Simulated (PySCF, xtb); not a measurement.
BrGeH2N, SMILES [NH2][Ge][Br] (connectivity only; charge and spin as stated), neutral, multiplicity 1. Other conformers were not sampled.

Harmonic wavenumbers (cm⁻¹) from GFN2-xTB (xtb) at its own minimum, in rising order: 180, 268, 376, 473, 591, 635, 1478, 3419, 3467.

What does PySCF 2.14.0 with PBE0-D3(BJ)/def2-SVP give at its own minimum? (An estimate is asked for; the answer gives what the named calculation found.)

191, 275, 455, 513, 700, 733, 1506, 3573, 3697. Paired by order, the mean absolute difference is 84 cm⁻¹ and the zero-point energies are 15.6 and 16.6 kcal/mol.
